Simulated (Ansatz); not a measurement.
`OC[SiH]1CO1` + HBr → `Br[SiH]1CO1` + CH₃OH at 600 K and 1 bar (ligand exchange at the Si–C bond).

Calculated with Ansatz (gas phase, PBE0-D4/def2-TZVP geometries, no zero-point term in ΔE). CCSD(T)/CBS adds triple-zeta CCSD(T) − MP2 to the extrapolated MP2 energy (def2 sets, frozen cores). This one scheme is used for every species. For Br outer-core shells are correlated without core-valence functions, which leaves a few kJ/mol of doubt a bond. Scalar relativity is left out up to krypton. One conformer a species, not always the lowest.

```
      species  CCSD(T)/CBS energy (Eh)  H − E (kJ/mol)  S (J/(mol·K))
`OC[SiH]1CO1`               -519.10686           273.8          427.1
          HBr              -2573.91920            33.5          219.1
`Br[SiH]1CO1`              -2977.45276           150.2          374.2
        CH₃OH               -115.61712           163.6          277.3
```

H − E and S are ideal-gas, rigid-rotor, harmonic terms from PBE0-D4/def2-TZVP, for one conformer and one mirror image of each species. 1 Eh = 2625.50 kJ/mol, R = 8.31446 J/(mol·K).

**Question.** By hand: ΔE, ΔH, ΔS and ΔG.

**Answer.** ΔE = (-2977.45276) + (-115.61712) − (-519.10686) − (-2573.91920) = -0.04382 Eh = -115.0 kJ/mol. Δ(H − E) = 150.2 + 163.6 − 273.8 − 33.5 = 6.5, so ΔH = -108.5 kJ/mol. ΔS = 374.2 + 277.3 − 427.1 − 219.1 = 5.3 J/(mol·K). ΔG = -108.5 − 600 × (5.3)/1000 = -111.7 kJ/mol.

**Question.** By hand: the equilibrium constant, and the temperature at which ΔG would vanish if ΔH and ΔS stayed fixed.

**Answer.** log₁₀ K = −ΔG/(RT ln 10) = 9.7. ΔH and −TΔS have one sign here, so there is no such temperature. One of them is within its doubt of zero, so this could turn.

The number of gas molecules stays the same, so ΔS is small and ΔH decides. A doubt of 5 kJ/mol in ΔE shifts log₁₀ K by 0.4 here. Other conformers and mirror images would add mixing entropy, several J/(mol·K) or more a flexible species. Modes under 60 cm⁻¹, often nearly free rotors, make the harmonic entropy too high. These are equilibria of isolated gas molecules and say nothing of rates. Largest T1 diagnostic: 0.013 (customary marks: 0.02 for closed shells, 0.045 for open ones).
